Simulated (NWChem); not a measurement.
System: CH4AlI; SMILES [CH3][AlH][I]

Parts of the log:

```
             Northwest Computational Chemistry Package (NWChem) 7.3.0
             --------------------------------------------------------

                             Geometry "geometry" -> ""
                             -------------------------

 Output coordinates in angstroms (scale by  1.889725989 to convert to a.u.)

  No.       Tag          Charge          X              Y              Z
 ---- ---------------- ---------- -------------- -------------- --------------
    1 Al                  13.0000    -0.33421022    -1.56756461     0.18442942
    2 H                    1.0000    -1.46820822    -2.17885061    -0.65034458
    3 I                   53.0000    -0.02427922     0.88766339    -0.29760658
    4 C                    6.0000     0.71558778    -2.64555461     1.46756242
    5 H                    1.0000     0.64175478    -2.26466061     2.49815142
    6 H                    1.0000     1.78421178    -2.66154661     1.23021142
    7 H                    1.0000     0.38024678    -3.68943461     1.49217342

 Effective nuclear repulsion energy (a.u.)     257.9041427922

                           NWChem Geometry Optimization
                           ----------------------------

 maximum gradient threshold         (gmax) =   0.000450
 rms gradient threshold             (grms) =   0.000300
 maximum cartesian step threshold   (xmax) =   0.001800
 rms cartesian step threshold       (xrms) =   0.001200
 fixed trust radius                (trust) =   0.300000
 source of zmatrix                         =

          -------------------
          Energy Minimization
          -------------------

 Using diagonal initial Hessian

          --------
          Step   0

                                 NWChem DFT Module
                                 -----------------

 Summary of "ao basis" -> "ao basis" (spherical)
 ------------------------------------------------------------------------------
       Tag                 Description            Shells   Functions and Types
 ---------------- ------------------------------  ------  ---------------------
 Al                         def2-svp                 8       18   4s3p1d
 H                          def2-svp                 3        5   2s1p
 I                          def2-svp                10       26   4s4p2d
 C                          def2-svp                 6       14   3s2p1d

[...]

      ----------------------
      Optimization converged
      ----------------------

  Step       Energy      Delta E   Gmax     Grms     Xrms     Xmax
  ---- ---------------- -------- -------- -------- -------- --------
@   11    -580.44076829 -5.6D-07  0.00005  0.00002  0.00088  0.00173
                                     ok       ok       ok       ok

                         Geometry "geometry" -> "geometry"
                         ---------------------------------

 Output coordinates in angstroms (scale by  1.889725989 to convert to a.u.)

  No.       Tag          Charge          X              Y              Z
 ---- ---------------- ---------- -------------- -------------- --------------
    1 Al                  13.0000    -0.37249651    -1.62995795     0.17079300
    2 H                    1.0000    -1.55110797    -2.22679050    -0.70206976
    3 I                   53.0000     0.10575992     0.78905744    -0.15685558
    4 C                    6.0000     0.70664512    -2.61962627     1.45305986
    5 H                    1.0000     0.61616260    -2.18121027     2.46107691
    6 H                    1.0000     1.77568306    -2.57147300     1.18641046
    7 H                    1.0000     0.41445721    -3.67994768     1.51216205

 Effective nuclear repulsion energy (a.u.)     263.2229661970

 ==============================================================================
                                internuclear distances
 ------------------------------------------------------------------------------
       center one      |      center two      | atomic units |  angstroms
 ------------------------------------------------------------------------------
    2 H                |   1 Al               |     2.99223  |     1.58342
    3 I                |   1 Al               |     4.70072  |     2.48751
    4 C                |   1 Al               |     3.67803  |     1.94633
    5 H                |   4 C                |     2.08427  |     1.10295
    6 H                |   4 C                |     2.08407  |     1.10284
    7 H                |   4 C                |     2.08140  |     1.10143
 ------------------------------------------------------------------------------
                         number of included internuclear distances:          6
 ==============================================================================

[second-derivative integrals and response iterations left out]

  Vibrational analysis via the FX method

  See chapter 2 in "Molecular Vibrations" by Wilson, Decius and Cross

  Vib: Default input used

[...]

 Rotational Constants
 --------------------
 A=   0.588884 cm-1  (  0.847254 K)
 B=   0.058019 cm-1  (  0.083474 K)
 C=   0.053341 cm-1  (  0.076744 K)

 Temperature                      =   298.15K
 frequency scaling parameter      =   1.0000

 Zero-Point correction to Energy  =   26.936 kcal/mol  (  0.042926 au)
 Thermal correction to Energy     =   29.924 kcal/mol  (  0.047686 au)
 Thermal correction to Enthalpy   =   30.516 kcal/mol  (  0.048630 au)

 Total Entropy                    =   74.181 cal/mol-K
   - Translational                =   41.280 cal/mol-K (mol. weight = 169.9132)
   - Rotational                   =   26.273 cal/mol-K (symmetry #  =        1)
   - Vibrational                  =    6.629 cal/mol-K

 Cv (constant volume heat capacity) =   15.041 cal/mol-K
   - Translational                  =    2.979 cal/mol-K
   - Rotational                     =    2.979 cal/mol-K
   - Vibrational                    =    9.083 cal/mol-K

[normal modes left out]

 ----------------------------------------------------------------------------
 Normal Eigenvalue ||           Projected Infra Red Intensities
  Mode   [cm**-1]  || [atomic units] [(debye/angs)**2] [(KM/mol)] [arbitrary]
 ------ ---------- || -------------- ----------------- ---------- -----------
    1      -34.950 ||    0.000003           0.000         0.003       0.001
    2       -0.000 ||    0.000027           0.001         0.026       0.007
    3        0.000 ||    0.000103           0.002         0.100       0.028
    4        0.000 ||    0.000109           0.003         0.107       0.030
    5        0.000 ||    0.000350           0.008         0.342       0.095
    6        0.000 ||    0.000206           0.005         0.201       0.056
    7        0.000 ||    0.000378           0.009         0.368       0.102
    8      139.546 ||    0.002431           0.056         2.370       0.660
    9      337.469 ||    0.037130           0.857        36.197      10.076
   10      372.588 ||    0.044806           1.034        43.679      12.159
   11      580.312 ||    0.045667           1.054        44.519      12.393
   12      655.412 ||    0.056167           1.296        54.755      15.242
   13      665.786 ||    0.086740           2.001        84.558      23.539
   14      746.254 ||    0.280787           6.478       273.725      76.197
   15     1209.777 ||    0.022988           0.530        22.410       6.238
   16     1415.730 ||    0.001483           0.034         1.446       0.402
   17     1416.576 ||    0.004841           0.112         4.719       1.314
   18     1955.862 ||    0.186205           4.296       181.522      50.530
   19     3047.940 ||    0.000480           0.011         0.468       0.130
   20     3146.405 ||    0.000547           0.013         0.533       0.149
   21     3161.464 ||    0.002403           0.055         2.342       0.652
 ----------------------------------------------------------------------------

 ===============================================================================
      Negative Nuclear Hessian Mode    1  Eigenvalue =    -34.95 cm**(-1)
 -------------------------------------------------------------------------------
   Raw step length:  0.517 angstroms ;  The Raw step for this mode is:
    1 Al                  13.0000     0.01105593    -0.00394208    -0.01259521
    2 H                    1.0000     0.05400281    -0.01878335    -0.06043930
    3 I                   53.0000    -0.00186717     0.00061512     0.00213083
    4 C                    6.0000    -0.00922759     0.00357449     0.01028789
    5 H                    1.0000     0.22707342     0.18125733    -0.04717951
    6 H                    1.0000    -0.03916120    -0.24248605    -0.15948656
    7 H                    1.0000    -0.19292874     0.06553551     0.21350477

  Geometry after  100.0% step for mode  1; Step length =  0.517 angstroms
   Maximum component (any atom: x,y, or z) displacement:  0.458
    1 Al                  13.0000    -0.36144058    -1.63390002     0.15819779
    2 H                    1.0000    -1.49710516    -2.24557385    -0.76250906
    3 I                   53.0000     0.10389275     0.78967256    -0.15472475
    4 C                    6.0000     0.69741753    -2.61605178     1.46334775
    5 H                    1.0000     0.84323602    -1.99995294     2.41389741
    6 H                    1.0000     1.73652186    -2.81395906     1.02692390
    7 H                    1.0000     0.22152847    -3.61441217     1.72566682

  Geometry after -100.0% step for mode  1; Step length =  0.517 angstroms
   Maximum component (any atom: x,y, or z) displacement:  0.458
    1 Al                  13.0000    -0.38355244    -1.62601587     0.18338821
    2 H                    1.0000    -1.60511078    -2.20800715    -0.64163046
    3 I                   53.0000     0.10762709     0.78844231    -0.15898642
    4 C                    6.0000     0.71587271    -2.62320076     1.44277196
    5 H                    1.0000     0.38908919    -2.36246760     2.50825642
    6 H                    1.0000     1.81484427    -2.32898695     1.34589702
    7 H                    1.0000     0.60738595    -3.74548319     1.29865729

  Geometry after   50.0% step for mode  1; Step length =  0.258 angstroms
   Maximum component (any atom: x,y, or z) displacement:  0.229
    1 Al                  13.0000    -0.36696854    -1.63192899     0.16449540
    2 H                    1.0000    -1.52410657    -2.23618217    -0.73228941
    3 I                   53.0000     0.10482633     0.78936500    -0.15579017
    4 C                    6.0000     0.70203132    -2.61783903     1.45820381
    5 H                    1.0000     0.72969931    -2.09058160     2.43748716
    6 H                    1.0000     1.75610246    -2.69271603     1.10666718
    7 H                    1.0000     0.31799284    -3.64717992     1.61891444

  Geometry after  -50.0% step for mode  1; Step length =  0.258 angstroms
   Maximum component (any atom: x,y, or z) displacement:  0.229
    1 Al                  13.0000    -0.37802447    -1.62798691     0.17709061
    2 H                    1.0000    -1.57810938    -2.21739882    -0.67185011
    3 I                   53.0000     0.10669350     0.78874988    -0.15792100
    4 C                    6.0000     0.71125892    -2.62141352     1.44791591
    5 H                    1.0000     0.50262589    -2.27183894     2.48466667
    6 H                    1.0000     1.79526366    -2.45022998     1.26615374
    7 H                    1.0000     0.51092158    -3.71271543     1.40540967

  Geometry after   43.6% step for mode  1; Step length =  0.226 angstroms
   Maximum component (any atom: x,y, or z) displacement:  0.200
    1 Al                  13.0000    -0.36767104    -1.63167851     0.16529570
    2 H                    1.0000    -1.52753791    -2.23498868    -0.72844909
    3 I                   53.0000     0.10494497     0.78932591    -0.15592556
    4 C                    6.0000     0.70261764    -2.61806615     1.45755011
    5 H                    1.0000     0.71527105    -2.10209871     2.44048495
    6 H                    1.0000     1.75859077    -2.67730845     1.11680096
    7 H                    1.0000     0.33025154    -3.65134405     1.60534833

  Geometry after  -43.6% step for mode  1; Step length =  0.226 angstroms
   Maximum component (any atom: x,y, or z) displacement:  0.200
    1 Al                  13.0000    -0.37732198    -1.62823739     0.17629031
    2 H                    1.0000    -1.57467803    -2.21859232    -0.67569043
    3 I                   53.0000     0.10657486     0.78878896    -0.15778561
    4 C                    6.0000     0.71067259    -2.62118639     1.44856960
    5 H                    1.0000     0.51705415    -2.26032183     2.48166888
    6 H                    1.0000     1.79277536    -2.46563755     1.25601996
    7 H                    1.0000     0.49866288    -3.70855130     1.41897578

  Geometry after   21.8% step for mode  1; Step length =  0.113 angstroms
   Maximum component (any atom: x,y, or z) displacement:  0.100
    1 Al                  13.0000    -0.37008377    -1.63081823     0.16804435
    2 H                    1.0000    -1.53932294    -2.23088959    -0.71525943
    3 I                   53.0000     0.10535245     0.78919167    -0.15639057
    4 C                    6.0000     0.70463138    -2.61884621     1.45530499
    5 H                    1.0000     0.66571683    -2.14165449     2.45078093
    6 H                    1.0000     1.76713691    -2.62439073     1.15160571
    7 H                    1.0000     0.37235438    -3.66564587     1.55875519

  Geometry after  -21.8% step for mode  1; Step length =  0.113 angstroms
   Maximum component (any atom: x,y, or z) displacement:  0.100
    1 Al                  13.0000    -0.37490924    -1.62909767     0.17354166
    2 H                    1.0000    -1.56289300    -2.22269141    -0.68888009
    3 I                   53.0000     0.10616739     0.78892320    -0.15732060
    4 C                    6.0000     0.70865886    -2.62040633     1.45081473
    5 H                    1.0000     0.56660838    -2.22076605     2.47137290
    6 H                    1.0000     1.78422921    -2.51855528     1.22121521
    7 H                    1.0000     0.45656005    -3.69424949     1.46556891
```

Level: PBE0/def2-SVP with def2 effective core potentials on I. def2 effective core potentials on I; no spin-orbit coupling. The optimisation ended at a saddle point (imaginary frequency).

**Question.** Write an input that gives this output.

**Answer.** Several could match; the one computed here: the input that was run:
```
start job
memory heap 200 mb stack 900 mb global 1100 mb
geometry units angstroms noautosym noautoz
  Al    -0.321557    -1.730552     0.246598
  H     -1.455555    -2.341838    -0.588176
  I     -0.011626     0.724676    -0.235438
  C      0.728241    -2.808542     1.529731
  H      0.654408    -2.427648     2.560320
  H      1.796865    -2.824534     1.292380
  H      0.392900    -3.852422     1.554342
end
basis spherical
  * library def2-svp
end
ecp
  I library def2-ecp
end
dft
  xc pbe0
  iterations 150
end
driver
  maxiter 120
end
task dft optimize
dft
  grid fine
  convergence energy 1d-8 density 1d-7
end
task dft freq numerical
```
